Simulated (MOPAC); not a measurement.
Input file for MOPAC: PM3 on SnC, 2S+1 = 3, a spin state set in the input, which need not be the lowest, a point of a bond scan (R = 2.124 Å).

```
PM3 1SCF PRECISE CHARGE=0 UHF MS=1 THREADS=1
CSn

C      0.00000000 1     0.00000000 1     0.00000000 1
Sn     0.00000000 1     0.00000000 1     2.12418200 1
```

Program output:

```
*******************************************************************************
 **                                                                           **
 **                              MOPAC v23.2.5                                **
 **                                                                           **
 *******************************************************************************
 ** MOPAC's Digital Object Identifier: https://doi.org/10.5281/zenodo.6511958 **
 **                                                                           **
 ** Please cite the open-source release paper for use of this MOPAC version:  **
 ** J. E. Moussa and J. J. P. Stewart (2026)                                  **
 ** MOPAC: An open-source semiempirical molecular orbital program             **
 ** J. Open Source Softw., 11(119), 8025, https://doi.org/10.21105/joss.08025 **
 *******************************************************************************

                              PM3 CALCULATION RESULTS

 *******************************************************************************
 *  PM3        - The PM3 Hamiltonian to be used
 *  UHF        - UNRESTRICTED HARTREE-FOCK CALCULATION
 *
 *
 *
 *                 CHARGE ON SYSTEM = 0
 *
 *
 *
 *  MS=        - IN MECI, MAGNETIC COMPONENT OF SPIN =  1.0
 *  PRECISE    - TIGHTER CRITERIA TO BE USED
 *  1SCF       - DO 1 SCF AND THEN STOP
 *  THREADS=1  - MULTI-THREADING NOT USED
 *  T=         - A TIME OF 172800.0 SECONDS REQUESTED
 *  DUMP=N     - RESTART FILE WRITTEN EVERY 7200.0 SECONDS REQUESTED
 *******************************************************************************
PM3 1SCF PRECISE CHARGE=0 UHF MS=1 THREADS=1
 CSn

   ATOM   CHEMICAL          X               Y               Z
  NUMBER   SYMBOL      (ANGSTROMS)     (ANGSTROMS)     (ANGSTROMS)

     1       C          0.00000000  *   0.00000000  *   0.00000000  *
     2      Sn          0.00000000  *   0.00000000  *   2.12418200  *



          CARTESIAN COORDINATES

    NO.       ATOM           X           Y           Z

     1         C          0.0000      0.0000      0.0000
     2        Sn          0.0000      0.0000      2.1242

  C: (PM3): J. J. P. STEWART, J. COMP. CHEM. 10, 209 (1989).
 Sn: (PM3): J. J. P. STEWART, J. COMP. CHEM. 12, 320-341 (1991).

           Empirical Formula: C Sn  =     2 atoms



      MOLECULAR POINT GROUP   :   C*v


          UHF CALCULATION, NO. OF ALPHA ELECTRONS =    5
                           NO. OF BETA  ELECTRONS =    3

 -------------------------------------------------------------------------------
 PM3 1SCF PRECISE CHARGE=0 UHF MS=1 THREADS=1
 CSn



     1SCF WAS SPECIFIED, SO BFGS WAS NOT USED
     SCF FIELD WAS ACHIEVED


                              PM3 CALCULATION
                                                       MOPAC v23.2.5 Linux




          FINAL HEAT OF FORMATION =        158.26428 KCAL/MOL =     662.17776 KJ/MOL


          COSMO AREA              =         97.11 SQUARE ANGSTROMS
          COSMO VOLUME            =         86.05 CUBIC ANGSTROMS

          IONIZATION POTENTIAL    =          7.627273 EV
          ALPHA SOMO LUMO (EV)    =         -9.701 -1.962
          BETA  SOMO LUMO (EV)    =         -7.627 -2.656
          NO. OF ALPHA ELECTRONS  =          5
          NO. OF BETA  ELECTRONS  =          3
          MOLECULAR WEIGHT        =        130.7010         POINT GROUP:  C*v

          MOLECULAR DIMENSIONS (Angstroms)

            Atom       Atom       Distance
           Sn     2    C     1     2.12418
           Sn     2    C     1     0.00000
            C     1   Sn     2     0.00000


          SCF CALCULATIONS        =          1





   ATOM   CHEMICAL          X               Y               Z
  NUMBER   SYMBOL      (ANGSTROMS)     (ANGSTROMS)     (ANGSTROMS)

     1       C          0.00000000  *   0.00000000  *   0.00000000  *
     2      Sn          0.00000000  *   0.00000000  *   2.12418200  *

                             CARTESIAN COORDINATES

   1    C        0.000000000     0.000000000     0.000000000
   2   Sn        0.000000000     0.000000000     2.124182000


           Empirical Formula: C Sn  =     2 atoms



      MOLECULAR POINT GROUP   :   C*v


          ALPHA EIGENVALUES
 -22.50474 -12.26694 -10.44285 -10.35432  -9.70082  -1.96162  -1.53060   0.38331


           BETA EIGENVALUES
 -17.40289 -11.13104  -7.62727  -2.65581  -0.58519   2.15413   2.21793   2.44824


              NET ATOMIC CHARGES AND DIPOLE CONTRIBUTIONS

  ATOM NO.   TYPE          CHARGE      No. of ELECS.   s-Pop       p-Pop
    1          C          -0.421406        4.4214     1.67626     2.74514
    2         Sn           0.421406        3.5786     1.87784     1.70075
 DIPOLE           X         Y         Z       TOTAL
 POINT-CHG.     0.000     0.000     4.300     4.300
 HYBRID         0.000     0.000    -2.820     2.820
 SUM            0.000     0.000     1.479     1.479


          ATOMIC ORBITAL ELECTRON POPULATIONS

     Atom    s        px        py        pz
    1  C   1.67626   0.97179   0.90681   0.86655
    2 Sn   1.87784   1.02821   0.09319   0.57935


                    (SZ)    =    1.000000
                    (S**2)  =    2.788781


          ATOMIC ORBITAL SPIN POPULATIONS

    Atom   Total    s     px     py     pz
         Atomic
    1  C  2.7482  0.189  0.879  0.907  0.774
    2 Sn -0.7482 -0.035 -0.879  0.093  0.073

 **********************
 *                    *
 * JOB ENDED NORMALLY *
 *                    *
 **********************




 == MOPAC DONE ==
```

The run finished. Its determinant has ⟨S²⟩ = 2.79, a mixture of spin states.

Cost: roughly 0.04 core-seconds.
